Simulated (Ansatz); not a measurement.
Molecule: AlCl (charge 0, triplet). This is an excited triplet: at this geometry the singlet lies 2.97 eV lower at CCSD(T)/CBS(aug-cc-pV(T+d)Z,aug-cc-pV(Q+d)Z). 
Geometry from a B3LYP-D3(BJ)/def2-TZVP (Ansatz, an electronic-structure program) optimisation:
```xyz
2

Al     0.0000     0.0000    -1.2044
Cl     0.0000     0.0000     0.9210
```
Charge 0, spin multiplicity 3.

Basis-set convergence of Hartree-Fock and CCSD(T) correlation energies (hartree) with Ansatz. Valence correlation only, unless marked. UHF or UKS for open shells. Spin-orbit coupling is left out. Non-relativistic.

```tsv
basis	functions	E(HF)	E(corr, CCSD(T))
def2-SVPD	51	-701.18711	-0.18994
def2-TZVPPD	99	-701.42176	-0.24960
def2-QZVPPD	155	-701.44108	-0.27170
```

Extrapolating the two largest sets (X = 3 and 4) as X^-3: E(corr) = (64·(-0.27170) - 27·(-0.24960))/37 = -0.2878 Eh, an estimate of the basis-set limit. The largest set recovers 94.4 % of it, the smallest 66.0 %.
